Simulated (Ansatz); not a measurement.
System: HgBr, net charge 1, singlet state. SMILES: [Hg+][Br]
Geometry: optimised at B3LYP-D3(BJ)/def2-TZVP (Ansatz, a program for electronic structure).

Property: vertical ionisation energy (to the doublet state of charge +2; each state is the SCF solution reached for its spin; for the singlet T1 is 0.026), in eV. Cores are frozen in the correlated levels unless marked. Open shells are spin-unrestricted. Spin-orbit coupling is left out. Frozen are the shells of the preceding noble gas and the d and f shells that filled before the atom's block. In def2 rows, elements after Kr have scalar-relativistic effective core potentials. CBS(X,Y): correlation extrapolated as X^-3; Hartree-Fock from the larger set.

```json
[
 {"level": "SVWN5/def2-TZVPD", "program": "Ansatz", "vertical ionisation energy (eV)": "17.21", "minus last row": "0.46"},
 {"level": "PBE/def2-TZVPD", "program": "Ansatz", "vertical ionisation energy (eV)": "16.83", "minus last row": "0.08"},
 {"level": "r2SCAN/def2-TZVPD", "program": "Ansatz", "vertical ionisation energy (eV)": "16.78", "minus last row": "0.03"},
 {"level": "B3LYP/def2-TZVPD", "program": "Ansatz", "vertical ionisation energy (eV)": "16.81", "minus last row": "0.06"},
 {"level": "PBE0/def2-TZVPD", "program": "Ansatz", "vertical ionisation energy (eV)": "16.67", "minus last row": "-0.08"},
 {"level": "BHLYP/def2-TZVPD", "program": "Ansatz", "vertical ionisation energy (eV)": "16.43", "minus last row": "-0.32"},
 {"level": "CAM-B3LYP/def2-TZVPD", "program": "Ansatz", "vertical ionisation energy (eV)": "16.70", "minus last row": "-0.05"},
 {"level": "wB97M-V/def2-TZVPD", "program": "Ansatz", "vertical ionisation energy (eV)": "16.49", "minus last row": "-0.26"},
 {"level": "wB97X-V/def2-TZVPD", "program": "Ansatz", "vertical ionisation energy (eV)": "16.54", "minus last row": "-0.21"},
 {"level": "CCSD/def2-SVPD", "program": "Ansatz", "vertical ionisation energy (eV)": "16.37", "minus last row": "-0.38"},
 {"level": "CCSD/def2-TZVPPD", "program": "Ansatz", "vertical ionisation energy (eV)": "16.43", "minus last row": "-0.32"},
 {"level": "CCSD/def2-QZVPPD", "program": "Ansatz", "vertical ionisation energy (eV)": "16.52", "minus last row": "-0.23"},
 {"level": "CCSD/CBS(def2-TZVPPD,def2-QZVPPD)", "program": "Ansatz", "vertical ionisation energy (eV)": "16.59", "minus last row": "-0.16"},
 {"level": "CCSD(T)/def2-SVPD", "program": "Ansatz", "vertical ionisation energy (eV)": "16.45", "minus last row": "-0.30"},
 {"level": "CCSD(T)/def2-TZVPPD", "program": "Ansatz", "vertical ionisation energy (eV)": "16.55", "minus last row": "-0.20"},
 {"level": "CCSD(T)/def2-QZVPPD", "program": "Ansatz", "vertical ionisation energy (eV)": "16.67", "minus last row": "-0.08"},
 {"level": "CCSD(T)/CBS(def2-TZVPPD,def2-QZVPPD)", "program": "Ansatz", "vertical ionisation energy (eV)": "16.75", "minus last row": "0.00"}
]
```
